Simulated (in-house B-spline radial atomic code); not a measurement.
**Ionising O5+ with different functionals**

Computed with a B-spline radial code for spherical atoms: non-relativistic Hamiltonian, point nucleus, spin-polarised at highest spin, spherical fractional occupations for the functionals, the average over the highest-spin determinants for Hartree-Fock. The ionisation energy is the difference of two self-consistent energies, [He] 2s1 → 1s2, without Breit or QED terms; ε is the level of the shell that loses the electron (its least bound occupied spin orbital).

```json
{"method": "Hartree-Fock", "rung": "Hartree-Fock", "ΔSCF (eV)": "137.88", "-ε(2s) (eV)": "137.89"}
{"method": "HF fractional", "rung": "Hartree-Fock", "ΔSCF (eV)": "137.88", "-ε(2s) (eV)": "137.89"}
{"method": "LDA VWN5", "rung": "LDA", "ΔSCF (eV)": "137.71", "-ε(2s) (eV)": "127.49"}
{"method": "LDA PW92", "rung": "LDA", "ΔSCF (eV)": "137.70", "-ε(2s) (eV)": "127.49"}
{"method": "LDA exchange-only", "rung": "LDA", "ΔSCF (eV)": "136.74", "-ε(2s) (eV)": "126.50"}
{"method": "PBE", "rung": "GGA", "ΔSCF (eV)": "138.62", "-ε(2s) (eV)": "128.21"}
{"method": "PBEsol", "rung": "GGA", "ΔSCF (eV)": "138.01", "-ε(2s) (eV)": "127.80"}
{"method": "BLYP", "rung": "GGA", "ΔSCF (eV)": "138.95", "-ε(2s) (eV)": "128.16"}
{"method": "RPBE", "rung": "GGA", "ΔSCF (eV)": "138.77", "-ε(2s) (eV)": "128.29"}
{"method": "PW91", "rung": "GGA", "ΔSCF (eV)": "138.74", "-ε(2s) (eV)": "128.31"}
{"method": "BP86", "rung": "GGA", "ΔSCF (eV)": "138.24", "-ε(2s) (eV)": "128.19"}
{"method": "AM05", "rung": "GGA", "ΔSCF (eV)": "137.69", "-ε(2s) (eV)": "127.59"}
{"method": "OLYP", "rung": "GGA", "ΔSCF (eV)": "138.92", "-ε(2s) (eV)": "128.31"}
{"method": "TPSS", "rung": "meta-GGA", "ΔSCF (eV)": "138.46", "-ε(2s) (eV)": "128.56"}
{"method": "r2SCAN", "rung": "meta-GGA", "ΔSCF (eV)": "137.80", "-ε(2s) (eV)": "128.77"}
{"method": "M06-L", "rung": "meta-GGA", "ΔSCF (eV)": "136.92", "-ε(2s) (eV)": "128.73"}
{"method": "revTPSS", "rung": "meta-GGA", "ΔSCF (eV)": "138.30", "-ε(2s) (eV)": "128.61"}
{"method": "PBE0", "rung": "global hybrid", "ΔSCF (eV)": "138.50", "-ε(2s) (eV)": "130.75"}
{"method": "B3LYP", "rung": "global hybrid", "ΔSCF (eV)": "138.91", "-ε(2s) (eV)": "130.30"}
{"method": "TPSSh", "rung": "global hybrid", "ΔSCF (eV)": "138.42", "-ε(2s) (eV)": "129.53"}
{"method": "M06-2X", "rung": "global hybrid", "ΔSCF (eV)": "138.63", "-ε(2s) (eV)": "133.38"}
{"method": "BHandHLYP", "rung": "global hybrid", "ΔSCF (eV)": "138.78", "-ε(2s) (eV)": "133.21"}
{"method": "r2SCAN0", "rung": "global hybrid", "ΔSCF (eV)": "137.91", "-ε(2s) (eV)": "131.13"}
{"method": "B97-1", "rung": "global hybrid", "ΔSCF (eV)": "138.30", "-ε(2s) (eV)": "130.24"}
{"method": "HSE06", "rung": "range-separated hybrid", "ΔSCF (eV)": "138.50", "-ε(2s) (eV)": "130.32"}
{"method": "wB97X", "rung": "range-separated hybrid", "ΔSCF (eV)": "136.81", "-ε(2s) (eV)": "133.15"}
{"method": "CAM-B3LYP", "rung": "range-separated hybrid", "ΔSCF (eV)": "138.81", "-ε(2s) (eV)": "132.24"}
{"method": "LC-wPBE", "rung": "range-separated hybrid", "ΔSCF (eV)": "138.73", "-ε(2s) (eV)": "133.81"}
```

(1) Among the functionals, which spreads more, the ΔSCF values or the orbital energies?

(2) How do they compare with the NIST value?

Results:

(1) The orbital energies: ΔSCF values span about 2.21 eV and the orbital energies 7.31 eV.

(2) NIST lists 138.119 eV ± 0.0021 (semi-empirical, ground level to ground level). Errors run from -1.38 to +0.83 eV; PBEsol is closest (-0.11 eV), but part of that can be cancellation, since the calculations leave out relativity, Breit-QED terms. Hartree-Fock also lacks correlation.
